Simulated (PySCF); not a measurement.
Isomers of C3H11GeNSi, from PBE0-D3(BJ)/def2-SVP geometry optimisation, gas phase (PySCF 2.14.0). One conformer each, no zero-point energy, no frequencies.

Question: Which isomer lies lower at this level?
A. `[CH2:1]=[CH:2][CH2:3][GeH2:4][NH:5][SiH3:6]` with C1–C2–C3–Ge4 99°, C2–C3–Ge4–N5 -54°, C3–Ge4–N5–Si6 -150°: A = 2644, B = 1104, C = 823.8 MHz, dipole 1.42 D
B. `[CH2:1]=[CH:2][CH2:3][N:4]([SiH3:5])[GeH3:6]` with C1–C2–C3–N4 120°, C2–C3–N4–Si5 -70°: A = 2581, B = 1068, C = 815.8 MHz, dipole 0.78 D

Answer: A. That is `C=C[CH2][GeH2][NH][SiH3]`, 14.3 kcal/mol below the other.

```
                  SMILES                                 mapped SMILES       E (Eh)  relative (kcal/mol)  relative (kJ/mol)  dipole (D)
C=C[CH2][GeH2][NH][SiH3]   [CH2:1]=[CH:2][CH2:3][GeH2:4][NH:5][SiH3:6]  -2541.12094                  0.0                0.0        1.42
   C=CC[N]([SiH3])[GeH3]  [CH2:1]=[CH:2][CH2:3][N:4]([SiH3:5])[GeH3:6]  -2541.09822                 14.3               59.7        0.78
```

As drawn, the lower has an N–H bond, which the higher lacks.
